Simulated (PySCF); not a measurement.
## Removing the step error of a finite difference

System: CH$_{5}$FOSi, singlet, geometry from GFN2-xTB. Level: PBE0/6-31G*, polarisability run with PySCF. Sums are taken with unrounded values, so a last digit can differ.

Second differences of the energy in a field along z gave a polarisability along z of 32.662 bohr³ at step 0.02 and 32.929 bohr³ at step 0.05 (atomic units).

Extrapolate to zero step.

The leading error of a symmetric difference goes as h², so A(h) = A0 + c h². Then c = (32.929 - (32.662))/(0.05² - 0.02²) = 127 (atomic units) and A0 = 32.662 - c × 0.02² = 32.611 bohr³. The analytic value from the same program and level is 32.614 bohr³: the smaller step missed it by 0.048, the extrapolation by -0.002.
